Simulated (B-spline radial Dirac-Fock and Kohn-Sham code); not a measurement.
**Binding energies of Nd in different valence configurations**

The computed values come from a B-spline atomic structure program: relaxed Dirac-Fock hole states (ΔSCF) with Breit and QED corrections and a finite nucleus. Electron correlation is not included.

Reference: the tabulated ground configuration [Xe] 4f4 6s2, with 1s 43572.0 eV, 2p1/2 6727.1 eV, 2p3/2 6213.3 eV, 3p1/2 1409.3 eV, 4d3/2 128.4 eV, 4d5/2 124.5 eV, Kα1 37358.8 eV, Kβ1 42267.2 eV, Lα1 5230.4 eV, Lβ2 6088.8 eV.

Q: One of these configurations gives the following shifts from the reference, in eV: average energy -0.78, 1s +7.34, 2p1/2 +8.03, 2p3/2 +8.11, 3p1/2 +9.40, 4d3/2 +7.42, 4d5/2 +7.36, Kα1 -0.76, Kβ1 -2.09, Lα1 -1.14, Lβ2 +0.74. Which?
A. [Xe] 4f3 6s2 6p1
B. [Xe] 4f4 5d1 6s1
C. [Xe] 4f4 5d2
D. [Xe] 4f6
E. [Xe] 4f3 5d1 6s2
F. [Xe] 4f4 6s1 6p1
G. [Xe] 4f2 5d2 6s2
H. [Xe] 4f5 6s1

A: E. The others give [Xe] 4f3 6s2 6p1: 1s +10.98; [Xe] 4f5 6s1: 1s -8.10; [Xe] 4f4 5d2: 1s -3.56; [Xe] 4f4 6s1 6p1: 1s +1.08; [Xe] 4f4 5d1 6s1: 1s -2.10; [Xe] 4f2 5d2 6s2: 1s +15.42; [Xe] 4f6: 1s -11.10.
